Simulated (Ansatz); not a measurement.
One change: `C[B](C)[InH2]` becomes `CB(C)CS`.

Ansatz, PBE0-D4/def2-TZVP geometries, multiplicity 1. Each molecule was computed in one conformer, which needn't be the lowest. `CB(C)CS` holds a close contact that its SMILES doesn't draw: S···B 2.35 Å.

Elements past krypton have def2 core potentials.

| property | `C[B](C)[InH2]` |
| --- | --- |
| size of the dipole moment (B3LYP/def2-TZVPP) / D | 2.03 |
| HOMO–LUMO gap (ωB97M-V/def2-TZVPP) / eV | 8.58 |
| size of the dipole moment (ωB97M-V/def2-TZVPP) / D | 2.00 |
| HOMO energy (ωB97M-V/def2-TZVPP) / eV | -8.69 |
| HOMO energy (PBE/def2-TZVPP) / eV | -5.56 |
| HOMO energy (B3LYP/def2-TZVPP) / eV | -6.45 |

(1) Give the same properties after the change, and the shifts. (An estimate is asked.)

Answers

(1) Computed: 
```json
{"property": "size of the dipole moment (B3LYP/def2-TZVPP) / D", "`CB(C)CS`": "1.01", "shift": "-1.02"}
{"property": "HOMO–LUMO gap (ωB97M-V/def2-TZVPP) / eV", "`CB(C)CS`": "11.00", "shift": "2.42"}
{"property": "size of the dipole moment (ωB97M-V/def2-TZVPP) / D", "`CB(C)CS`": "1.01", "shift": "-0.99"}
{"property": "HOMO energy (ωB97M-V/def2-TZVPP) / eV", "`CB(C)CS`": "-9.28", "shift": "-0.59"}
{"property": "HOMO energy (PBE/def2-TZVPP) / eV", "`CB(C)CS`": "-5.94", "shift": "-0.38"}
{"property": "HOMO energy (B3LYP/def2-TZVPP) / eV", "`CB(C)CS`": "-6.89", "shift": "-0.44"}
```

With PBE0 the HOMO falls by 0.50 eV and the LUMO rises by 1.51 eV, so the gap widens by about 2.01 eV. PBE moves the HOMO by -0.38 eV and ωB97M-V by -0.59 eV. Dipoles are sizes alone; their direction can turn.

Positive LUMOs are unbound, so they and the gaps depend on the basis.

B3LYP here is the variant with VWN-RPA as its local correlation; programs differ in this.
